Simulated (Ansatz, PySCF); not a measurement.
Gas-phase reaction R1 → P1 + P2, each structure at its B3LYP-D3(BJ)/def2-TZVP stationary point, reached from a drawn start (curvature not checked).
R1, H4Sn (SMILES [SnH4]) (charge 0, multiplicity 1):
```xyz
5

Sn    -0.00001    -0.00003     0.00002
H     -1.12263     1.17696    -0.52288
H      0.25477    -1.13834    -1.24832
H     -0.61253    -0.79724     1.38143
H      1.48040     0.75855     0.38986
```
P1: H2Sn (SMILES [SnH2]), charge 0, multiplicity 1.
P2, H2 (SMILES [H][H]) (charge 0, multiplicity 1):
```xyz
2

H      0.00000     0.00000     0.37199
H      0.00000     0.00000    -0.37199
```

P less R. No zero-point or thermal terms; no spin–orbit coupling.

Frozen-core correlation throughout. In cc and def2 sets filled d and f shells under p-block atoms count as core.

Codes used: Ansatz (Gaussian orbitals); PySCF for the D3/D4 terms. All values are computed, each at the level named. Elements past Kr take the def2 small-core potentials, without spin–orbit coupling.

Total energies in hartree:

| structure | PBE/def2-TZVPP | B3LYP-D3(BJ)/def2-TZVPP | CCSD(T)/def2-QZVPP |
|---|---|---|---|
| R1 | -216.648619 | -216.751711 | -215.813488 |
| P1 | -215.449048 | -215.540682 | -214.603456 |
| P2 | -1.166122 | -1.180145 | -1.173866 |

Problem. Work out the reaction energy at each level in kcal/mol (1 hartree = 627.50947 kcal/mol), and say how far PBE/def2-TZVPP lies from CCSD(T)/def2-QZVPP.

Solution. 
- PBE/def2-TZVPP: (-215.449048) + (-1.166122) − (-216.648619) = 0.033449 hartree = 20.99 kcal/mol
- B3LYP-D3(BJ)/def2-TZVPP: (-215.540682) + (-1.180145) − (-216.751711) = 0.030884 hartree = 19.38 kcal/mol
- CCSD(T)/def2-QZVPP: (-214.603456) + (-1.173866) − (-215.813488) = 0.036166 hartree = 22.69 kcal/mol
PBE/def2-TZVPP less CCSD(T)/def2-QZVPP: -1.70 kcal/mol. CCSD(T)/def2-QZVPP is the level counted from, the highest shown, and no exact or measured value.

Ansatz is a quantum-chemistry and plane-wave program.
